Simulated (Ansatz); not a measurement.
Start from `FB(S)O[SiH3]` and change one atom or group to get `OCB(F)O[SiH3]`.

Ansatz, PBE0-D4/def2-TZVP geometries, multiplicity 1. Each molecule was computed in one conformer, which needn't be the lowest.

| property | `FB(S)O[SiH3]` |
| --- | --- |
| HOMO energy (ωB97M-V/def2-TZVPP) / eV | -10.20 |
| HOMO–LUMO gap (PBE/def2-TZVPP) / eV | 5.63 |
| HOMO energy (B3LYP/def2-TZVPP) / eV | -7.74 |
| HOMO–LUMO gap (B3LYP/def2-TZVPP) / eV | 7.28 |
| size of the dipole moment (PBE/def2-TZVPP) / D | 0.91 |
| LUMO energy (PBE0/def2-TZVPP) / eV | -0.23 |

Question: What does the change do to each property? (Estimate.)

Answer: Ansatz gave: 
```csv
property,`OCB(F)O[SiH3]`,shift
HOMO energy (ωB97M-V/def2-TZVPP) / eV,-10.83,-0.63
HOMO–LUMO gap (PBE/def2-TZVPP) / eV,6.06,0.43
HOMO energy (B3LYP/def2-TZVPP) / eV,-8.14,-0.40
HOMO–LUMO gap (B3LYP/def2-TZVPP) / eV,8.11,0.83
size of the dipole moment (PBE/def2-TZVPP) / D,2.64,1.73
LUMO energy (PBE0/def2-TZVPP) / eV,0.24,0.47
```

With PBE0 the HOMO falls by 0.38 eV and the LUMO rises by 0.47 eV, so the gap widens by about 0.85 eV. PBE moves the HOMO by 0.06 eV and ωB97M-V by -0.63 eV. Dipoles are sizes alone; their direction can turn.

B3LYP here is the variant with VWN-RPA as its local correlation; programs differ in this.
